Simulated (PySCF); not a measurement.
Compound: 2-chloropyrimidine, C₄H₃ClN₂.
Numbering: `[Cl:1][c:2]1[n:3][cH:4][cH:5][cH:6][n:7]1` (hydrogens: H8 on C4; H9 on C5; H10 on C6)

Level: wB97X-D/pcSseg-2 in PySCF, non-relativistic, on one gas-phase PBE0-D3(BJ)/def2-TZVP geometry that isn't relaxed in the solvent. The solvent is an IEF-PCM continuum (cavity from Bondi-type radii × 1.2). Only the electrostatic response of the medium enters.

Gas phase at wB97X-D/pcSseg-2: HOMO -9.76 eV, LUMO 0.09 eV, dipole 3.89 D.

Problem. What does the continuum do to the energy, the frontier levels and the dipole at wB97X-D/pcSseg-2 in chloroform?

Solution. 
| solvent | ε | E(solvent) − E(gas) (kcal/mol) | polarisation term (kcal/mol) | distortion of the solute (kcal/mol) | HOMO (eV) | LUMO (eV) | dipole (D) |
| --- | --- | --- | --- | --- | --- | --- | --- |
| chloroform | 4.711 | -4.49 | -5.27 | 0.78 | -9.80 | 0.21 | 4.93 |

Polarisation term: ½ Σ q·V over the induced surface charges. Distortion: the rise of the solute's own energy as its density leaves the gas-phase optimum.

Problem. Which radius a makes the point-dipole formula ΔE = −[(ε − 1)/(2ε + 1)]·μ²/a³ give the value in chloroform, with the gas-phase dipole?

Solution. μ = 1.531 au and |ΔE| = 0.00715 Eh give a = 2.59 Å; the farthest nucleus lies 3.16 Å from the centroid of the nuclei, so such a sphere wouldn't even hold the nuclei. The formula assumes a rigid point dipole at the centre of a sphere.

The run took 67 s on one thread, Arm Neoverse V1 (aarch64), shared host with 32 logical CPUs at a one-minute load of 12, and the process peaked at 1.3 GiB of memory. This is the whole shielding run at wB97X-D/pcSseg-2 in chloroform, SCF included.

Note: wB97X-D ran without an empirical dispersion term, which enters the total energy and its gradient alone.
